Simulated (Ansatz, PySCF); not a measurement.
C₃H₆BBr, SMILES C(=C)B(C)Br. Atoms are numbered in the order given.

```xyz
11

B      0.1285     0.4638    -0.4255
Br    -0.5007    -0.4742     1.1457
C      0.6057     1.9399    -0.2339
H      0.9528     2.4264    -1.1565
H      1.4207     1.9764     0.5082
H     -0.2114     2.5448     0.1937
C      0.1077    -0.3310    -1.7550
C      0.5164     0.1978    -2.9203
H     -0.2526    -1.3665    -1.7573
H      0.5000    -0.3681    -3.8582
H      0.8874     1.2261    -2.9863
```
Charge 0, spin multiplicity 1.

Geometry optimised at PBE0-D3(BJ)/def2-SVP. The values are those of a single conformer.

Two levels are set side by side: PBE-D3(BJ)/def2-SVP (Ansatz, a quantum-chemistry and plane-wave program) and PBE0-D3(BJ)/def2-SVP (Ansatz). Each level has its own optimised geometry; the coordinates shown are those of the second. Frequencies come from the Hessian of PySCF at each geometry. Differences are taken from unrounded values.

```csv
quantity,PBE0-D3(BJ),PBE-D3(BJ),PBE-D3(BJ) minus PBE0-D3(BJ)
mean bond length (Å),1.298,1.307,0.008
bond B1–Br2 (Å),1.935,1.947,0.012
bond B1–C3 (Å),1.563,1.569,0.006
bond B1–C7 (Å),1.549,1.553,0.004
bond C7–C8 (Å),1.343,1.355,0.011
bond C3–H4 (Å),1.099,1.108,0.008
bond C3–H5 (Å),1.103,1.111,0.008
bond C3–H6 (Å),1.103,1.111,0.008
bond C7–H9 (Å),1.096,1.105,0.008
bond C8–H10 (Å),1.095,1.104,0.008
bond C8–H11 (Å),1.095,1.104,0.008
highest harmonic wavenumber (cm⁻¹),3248,3150,-98
mean harmonic wavenumber (cm⁻¹),1368,1324,-43
zero-point energy (kcal/mol),52.79,51.12,-1.67
```

Exact exchange shortens and stiffens bonds; PBE has none. Differences between two approximate levels are no errors against the true value.
